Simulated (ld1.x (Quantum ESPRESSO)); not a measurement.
**Cutoff test, P (Z = 15), TM**

| Quantity | Value |
| --- | --- |
| Element | phosphorus (P) |
| Generator | ld1.x (Quantum ESPRESSO) 7.5 |
| Type | norm-conserving Troullier–Martins (Kleinman–Bylander form) |
| Functional | PBEsol |
| Relativity | non-relativistic |
| Frozen core | [Ne] |
| Valence charge | 5 |
| Reference configuration | 3s2 3p1.5 (charge +1.5) |
| Partial waves | 3s (bound): rc 1.45 bohr; 3d channel at 0.1 Ry: rc 1.20 bohr; 3p (bound): rc 1.50 bohr |
| Local potential | the p channel |
| Core correction | Bessel-smoothed model core inside 1.24 bohr |

The pseudo-atom Hamiltonian at the reference potential is diagonalised in spherical Bessel functions j_l(qr) that vanish at 20 bohr, with q² up to the cutoff. All-electron valence levels (Ry): 3s -2.0823, 3p -1.4020.

How do the lowest levels (Ry) of each channel move with the cutoff, and are there ghosts?

```csv
cutoff (Ry),s #1,d #1,p #1,p #2,f #1,Σ f·Δε (mRy)
8,-1.9861,-0.4955,-1.3960,-0.4029,-0.1544,201.4
10,-2.0246,-0.5056,-1.4002,-0.4046,-0.1544,117.9
15,-2.0674,-0.5197,-1.4009,-0.4049,-0.1544,31.5
18,-2.0764,-0.5277,-1.4011,-0.4050,-0.1544,13.1
21,-2.0775,-0.5324,-1.4014,-0.4050,-0.1544,10.6
30,-2.0780,-0.5426,-1.4015,-0.4050,-0.1544,9.3
35,-2.0794,-0.5477,-1.4016,-0.4050,-0.1544,6.4
40,-2.0809,-0.5519,-1.4017,-0.4050,-0.1544,3.3
45,-2.0815,-0.5542,-1.4018,-0.4051,-0.1544,1.7
55,-2.0821,-0.5579,-1.4019,-0.4051,-0.1544,0.4
60,-2.0821,-0.5588,-1.4019,-0.4051,-0.1544,0.4
400,-2.0823,-0.5605,-1.4020,-0.4051,-0.1544,0.0
```

Result: no extra level below or beside the all-electron valence levels (s, d, p, f tested); 10 mRy is reached at 30 Ry and 1 mRy at 50 Ry.
